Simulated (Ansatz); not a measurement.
Species: MgO (charge +1, doublet). 
Coordinates optimised at B3LYP-D3(BJ)/def2-TZVP (Ansatz, a quantum-chemistry and plane-wave program):
SMILES: [O]=[Mg+]
```xyz
2

Mg     0.0000     0.0000    -0.7314
O      0.0000     0.0000     1.0970
```
Charge +1, spin multiplicity 2.

Basis-set convergence of Hartree-Fock and MP2 correlation energies (hartree) with Ansatz. Cores are frozen in the correlated levels unless marked. UHF or UKS for open shells. Spin-orbit coupling is left out. No relativistic terms.

```json
[
 {"basis": "def2-SVP", "functions": "32", "E(HF)": "-274.02105", "E(corr, MP2)": "-0.15857"},
 {"basis": "def2-TZVPP", "functions": "63", "E(HF)": "-274.19196", "E(corr, MP2)": "-0.20705"},
 {"basis": "def2-QZVPP", "functions": "120", "E(HF)": "-274.20666", "E(corr, MP2)": "-0.22619"}
]
```

Extrapolating the two largest sets (X = 3 and 4) as X^-3: E(corr) = (64·(-0.22619) - 27·(-0.20705))/37 = -0.2402 Eh, an estimate of the basis-set limit. The largest set recovers 94.2 % of it, the smallest 66.0 %.
